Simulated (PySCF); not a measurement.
## Ionisation energy along the 15-electron series

Calculated with PySCF 2.14 and a two-component X2C-1e Hamiltonian (Gaussian nucleus, no Breit or QED terms), each ion in its own even-tempered basis scaled to its charge; GMP2 freezes 1s2 and drops the highest virtual spinors. Values in eV. NIST values: (m) measured, (s) semi-empirical, (t) theoretical.

| ion | configuration | GHF (spin-free) | GMP2 (spin-free) | GHF (screened spin-orbit) | GMP2 (screened spin-orbit) | NIST |
| --- | --- | --- | --- | --- | --- | --- |
| Er⁵³⁺ | [Ne] 3s2 3p3 | 5068.0 | 5068.5 | 4980.8 | 4981.3 | 4978 ± 5 (t) |
| Yb⁵⁵⁺ | [Ne] 3s2 3p3 | 5440.5 | 5441.0 | 5342.5 | 5343.0 | 5339 ± 5 (t) |

Problem. Fill in the row of Tm⁵⁴⁺.

Solution. configuration: [Ne] 3s2 3p3; GHF (spin-free): 5252.5; GMP2 (spin-free): 5252.9; GHF (screened spin-orbit): 5160.0; GMP2 (screened spin-orbit): 5160.5; NIST: 5157 ± 5 (t).
